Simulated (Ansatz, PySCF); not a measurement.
Potential energy curve for GeNa (anion, charge -1), lowest triplet found (which spin is the ground state isn't settled by this scan). Each curve is given relative to its own lowest point between 2.61 and 3.84 Å, where full CI is lowest.

```tsv
R / Å	A	B	C
2.08	31.5	37.7	44.7
2.23	16.3	20.9	26.0
2.36	8.3	11.6	15.4
2.47	4.1	6.6	9.4
2.61	1.2	2.7	4.5
2.71	0.3	1.1	2.3
2.79	0.0	0.4	1.1
2.87	0.1	0.1	0.4
2.95	0.4	0.0	0.0
3.09	1.4	0.4	0.0
3.26	3.1	1.4	0.7
3.41	4.8	2.6	1.7
3.62	7.2	4.4	3.4
3.84	9.6	6.2	5.4
4.19	12.9	9.0	8.4
4.60	16.0	11.6	11.6
5.09	18.5	13.8	14.5
5.68	20.4	15.5	17.0
6.35	21.4	16.6	—
7.16	21.8	17.1	—
8.36	—	17.0	—
9.70	—	16.6	—
```

Energies in kcal/mol.

**Question.** Match the curves with the methods CCSDT on ROHF/aug-cc-pVDZ, cores with 3d frozen (Ansatz, an electronic-structure program); Ansatz with unrestricted B3LYP/aug-cc-pVDZ; unrestricted LDA (SVWN5)/6-31G*, spherical d (PySCF).

**Answer.** A is UKS-LDA (SVWN5)/6-31G*; B is UKS-B3LYP; C is ROCCSDT.

Dashes: no converged value, or the column stops at the first point that the program doubted or that broke a chosen test of continuity, which isn't proof of a fault.

The unrestricted determinant behind UKS-LDA (SVWN5)/6-31G* is spin-contaminated at 2.08 to 9.70 Å (<S²> up to 2.6, against 2.00 for a pure triplet). Where the anion isn't bound against loss of the electron, the finite basis alone holds it. The unrestricted determinant behind UKS-B3LYP is spin-contaminated at 2.08 to 9.70 Å (<S²> up to 2.7, against 2.00 for a pure triplet). The T1 diagnostic of CCSD on the restricted reference of ROCCSDT exceeds 0.045 at 2.08 to 6.35 Å.
